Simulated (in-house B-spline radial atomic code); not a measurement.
Results of a calculation; reference values are marked as such.
Ghost states of the separable form: S

S, [Ne] 3s2 3p4, non-relativistic LDA (VWN5), spherical and spin-unpolarised, from a B-spline radial code for spherical atoms (atomic units; all potentials screened as in the neutral atom).

Troullier-Martins channels: 3s (ε = -0.6309, r_c = 1.247 bohr), 3p (ε = -0.2617, r_c = 1.378 bohr). In the Kleinman-Bylander form one channel serves as the local potential, and each other channel l becomes |δV u><u δV|/<u|δV|u>, with δV = V_l − V_local and u the pseudo-orbital. Its strength is E_KB = <u|δV²|u>/<u|δV|u>. By the analysis of Gonze, Stumpf and Scheffler a spurious state lies below the reference level ε if E_KB > 0 and ε is above the second level of the local potential alone, or if E_KB < 0 and ε is above its first. The table's levels are those of angular momentum l in a sphere of 9 bohr, whose wall can lift a shallow ε a little above its free-atom value.

```tsv
local	channel	<u δV u>	<u δV² u>	ε	first local level	second local level
p	s	0.16412	0.54045	-0.6309	-1.0346	-0.0391
s	p	-0.10353	0.3299	-0.2616	-0.2026	0.1037
```

Problem. Apply the rule to each row.

Solution. Local p, channel s: E_KB = +3.29, so ε = -0.6309 is set against -0.0391: no ghost. Local s, channel p: E_KB = -3.19, so ε = -0.2616 is set against -0.2026: no ghost.

Diagonalising the separable Hamiltonian gives:

```json
{"local": "p", "channel": "s", "three lowest levels": "-0.6309, 0.0175, 0.2907", "all-electron, two lowest valence levels": "-0.6309, 0.0177"}
{"local": "s", "channel": "p", "three lowest levels": "-0.2616, 0.0893, 0.3844", "all-electron, two lowest valence levels": "-0.2616, 0.0894"}
```

Problem. Which choices of local channel are safe?

Solution. All are free of ghosts. Among the safe choices the second level, which tests transfer, is off by at most 0.1 millihartree (s local), 0.3 millihartree (p local).
